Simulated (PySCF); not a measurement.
Does the structure fit the spectrum?

A compound C4H3F5O gives the data below (simulated from a calculation) and was assigned the structure `F[C@@H]1C[C@]1(F)OC(F)(F)F`.

¹³C{¹H} NMR (computed): δ 128.6 (C), 119.7 (C), 49.3 (CH), 41.5 (CH2).

¹H NMR (300 MHz, computed): δ 3.20 (m, 1H), 3.05 (m, 1H), 2.81 (m, 1H).

How the numbers were obtained: GFN2-xTB geometry, NMR shieldings at PBE0/pcSseg-1/GIAO, in PySCF 2.14 (relativity neglected, fast rotation and ring inversion assumed for equivalent nuclei, no solvent, one computed conformer).

Chemical shifts δ = σref − σ; ¹H and ¹³C vs TMS, all at this level.

Question: Compare with the shifts computed for the proposed structure, pairing carbons in order of shift.

Answer: Atoms are numbered as in `[F:1][C@@H:2]1[CH2:3][C@:4]1([F:5])[O:6][C:7]([F:8])([F:9])[F:10]`; H(Xn) means a hydrogen on atom n.

```csv
atom,computed for proposal,given list,difference
C7,131.3,128.6,+2.7
C4,103.3,119.7,-16.4
C2,76.0,49.3,+26.7
C3,20.8,41.5,-20.7
```

The rms difference is 18.8 ppm and the largest +26.7 ppm at C2 (three-membered-ring carbon). The proposal doesn't fit.

Question: Which isomer fits?

Answer: SMILES FC(F)(F)C(F)(F)[C@@H]1CO1.

- Carbon types of the structure: 2 × C, 1 × CH, 1 × CH2, which accounts for all hydrogens.
- δC 128.6: CF3 carbon; 3 electronegative neighbours deshield it.
- δC 119.7: fully substituted sp3 carbon bonded to 2 F; 2 electronegative neighbours deshield it.
- δC 49.3, 41.5: epoxide ring carbon; the inductive effect lowers its shielding.
- δH 3.20, 3.05, 2.81: hydrogen on an epoxide ring carbon; its carbon carries O, hence the downfield position.

Other isomers checked: FCO/C(F)=C\C(F)(F)F (rms 39.9 ppm).

The shifts were computed for this structure.

Splittings by ¹⁹F in the carbon and heteronuclear signals aren't shown, as no couplings were computed. Shifts are as computed. Against solution values, carbons near 30 ppm lie about +3 ppm off and those near 130 ppm about +5 ppm. Of 1211 compounds with measured shifts, 218 miss one by over three times the rms of a fit or turn the order of signals round; such compounds aren't used in these exercises. No couplings were computed; multiplicities are counted from neighbouring protons, with m where these are inequivalent, close in shift, in a saturated or five-membered ring or joined by F or P, and br s for small geminal =CH2 splittings.
